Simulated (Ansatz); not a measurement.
Cost and result for the atomization energy of `F[Si](Cl)(O[SiH3])O[SiH3]` (13 atoms, 12 bonds).

```xyz
13

F     2.148   -1.221   -0.395
Si    0.657   -0.739   -0.212
Cl   -0.543   -2.127   -1.084
O     0.354   -0.636    1.353
Si   -0.690   -0.727    2.619
O     0.470    0.681   -0.925
Si    0.203    1.558   -2.289
H    -1.559   -1.919    2.463
H     0.114   -0.835    3.858
H    -1.522    0.501    2.657
H    -0.217    2.916   -1.871
H     1.454    1.632   -3.082
H    -0.867    0.917   -3.092
```

The species carries charge 0 and has multiplicity 1. The structure was optimised at the PBE0-D4/def2-TZVP level. It is one conformer, not always the lowest. Program: Ansatz. All runs use 2 threads of an AMD EPYC 7R13 on a shared host and a share of an NVIDIA H100 80 GB. Times are those of one run each, without the atoms' runs, and a repeat can differ threefold. Electronic energies, without spin–orbit coupling; frozen cores. CCSD(T)/CBS adds CCSD(T) − MP2 in def2-TZVPP to the MP2 limit, and its time is that of the two runs behind it. T1 = 0.011. B3LYP takes the VWN-RPA correlation (the form of Gaussian; ORCA's B3LYP/G).

CCSD(T)/CBS is a level of theory with its own doubt, some kJ/mol a heavy atom from the limit and from the frozen cores, so smaller differences don't rank the functionals.

| level | functions | wall time | atomization (kJ/mol) | difference from CCSD(T)/CBS | per bond |
| --- | --- | --- | --- | --- | --- |
| r2SCAN-D4/def2-TZVPP (with forces) | 345 | 11 s | 4850.5 | -27.8 | -2.3 |
| PBE0-D4/def2-TZVPP | 345 | 11 s | 4761.4 | -116.9 | -9.7 |
| PBE-D4/def2-TZVPP (with forces) | 345 | 12 s | 4815.2 | -63.1 | -5.3 |
| B2PLYP/def2-TZVPP | 345 | 12 s | 4782.0 | -96.3 | -8.0 |
| ωB97M-V/def2-TZVPP (with forces) | 345 | 15 s | 4861.5 | -16.8 | -1.4 |
| B3LYP-D4/def2-TZVPP (with forces) | 345 | 16 s | 4814.9 | -63.4 | -5.3 |
| ωB97X-V/def2-TZVPP | 345 | 17 s | 4875.1 | -3.2 | -0.3 |
| MP2/def2-QZVPP | 631 | 26 s | 4931.0 | 52.7 | 4.4 |
| CCSD(T)/def2-TZVPP | 345 | 29 s | 4727.9 | -150.4 | -12.5 |
| CCSD(T)/CBS(def2) | – | 55 s | 4878.3 | 0.0 | 0.0 |

The D4 term adds +62.6 kJ/mol with B3LYP and +33.5 kJ/mol with PBE0; it sums over pairs of atoms, weighted by their polarisabilities, and B3LYP, whose exchange is more repulsive, gets the larger term. From PBE to PBE0 (25 % exact exchange), in def2-TZVPP and without D4, the atomization energy moves by −48.5 kJ/mol: exact exchange takes away binding that semilocal exchange gives to molecules. In def2-TZVPP, CCSD(T) changes the Hartree–Fock value by +1067.2 kJ/mol (the triples alone add +59.4 kJ/mol) and MP2 by +1177.6 kJ/mol; breaking electron pairs costs correlation energy, which Hartree–Fock lacks.
